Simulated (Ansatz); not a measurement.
Input file for `CC(C)[O][Zn][F]`:

```yaml
crystal:
  periodic: [false, false, false]
  atoms:
    - {symbol: C, position_ang: [-0.664652, -0.223730, 1.244471]}
    - {symbol: C, position_ang: [0.571713, 0.156286, 0.451888]}
    - {symbol: C, position_ang: [0.950747, -0.918154, -0.549699]}
    - {symbol: O, position_ang: [0.416362, 1.408516, -0.172745]}
    - {symbol: Zn, position_ang: [-0.824246, 1.692077, -1.394684]}
    - {symbol: F, position_ang: [-2.000957, 2.106223, -2.609631]}
    - {symbol: H, position_ang: [-0.513766, -1.147312, 1.809243]}
    - {symbol: H, position_ang: [-1.514617, -0.386288, 0.568164]}
    - {symbol: H, position_ang: [-0.929380, 0.571462, 1.943644]}
    - {symbol: H, position_ang: [1.407103, 0.281798, 1.155396]}
    - {symbol: H, position_ang: [0.124721, -1.091335, -1.252470]}
    - {symbol: H, position_ang: [1.167691, -1.869779, -0.057674]}
    - {symbol: H, position_ang: [1.829679, -0.614463, -1.121104]}
basis:
  gaussian: {orbitals: def2-SVP}
correlation: {method: ccsd_t, frozen_orbitals: {C: 1, F: 1, H: 0, O: 1, Zn: 9}}
```

```sh
$ ansatz run in.yaml --threads 4 --pin off --events-out ev --progress --plain --max-ram 11315MiB
```

The program prints (abridged):

```
Functional definition: HF
1356 factors; integrals over basis functions are off by at most 1.3e-3 eV
mean field evaluation 1: about -56304.7847 eV, gradient 4.8e1 eV
mean field evaluation 2: about -56304.9459 eV, gradient 4.8e1 eV
mean field evaluation 4: about -56309.8632 eV, gradient 4.8e0 eV
mean field evaluation 8: about -56309.9373 eV, gradient 4.6e-1 eV
mean field -56309.93782602 eV, -2069.3520468596 hartree, gradient 2.7e-6 eV, S^2 0.000000; 0 other end points of the search recorded, 0 dependent functions left out
14 core orbitals not correlated: weight in the atoms' cores, before any rotation towards them, 1.000 or more for the frozen orbitals, at most 0.000 for the correlated occupied ones
reference -56309.93782602 eV, -2069.3520468596 hartree; 22, 22 occupied and 100, 100 virtual orbitals, 1356 factors
second order -30.12310674 eV of doubles, -0.00000000 eV of singles
cycle   1  -29.81433836 eV  change    3.1e-1 eV  update   1.4e-1
cycle   2  -30.57081153 eV  change   -7.6e-1 eV  update   4.3e-2
cycle   3  -30.76494520 eV  change   -1.9e-1 eV  update   2.4e-2
cycle   4  -30.75237271 eV  change    1.3e-2 eV  update   6.9e-3
cycle   5  -30.74723216 eV  change    5.1e-3 eV  update   3.5e-3
cycle   6  -30.74719166 eV  change    4.0e-5 eV  update   1.0e-3
cycle   7  -30.74670029 eV  change    4.9e-4 eV  update   3.8e-4
cycle   8  -30.74659456 eV  change    1.1e-4 eV  update   1.4e-4
cycle   9  -30.74664782 eV  change   -5.3e-5 eV  update   5.7e-5
cycle  10  -30.74667649 eV  change   -2.9e-5 eV  update   2.3e-5
perturbative correction -0.78409782 eV, -0.0288150632 hartree
Total energy: -56341.46860033 eV, -2070.5107814430 hartree
```

It took 28 s on 4 threads of an Arm Neoverse V2 on a shared host, with 1 GiB of host memory at the peak.

The correlation energy is -31.531 eV, 2.5 % of it from (T); the T1 diagnostic reads 0.0144.
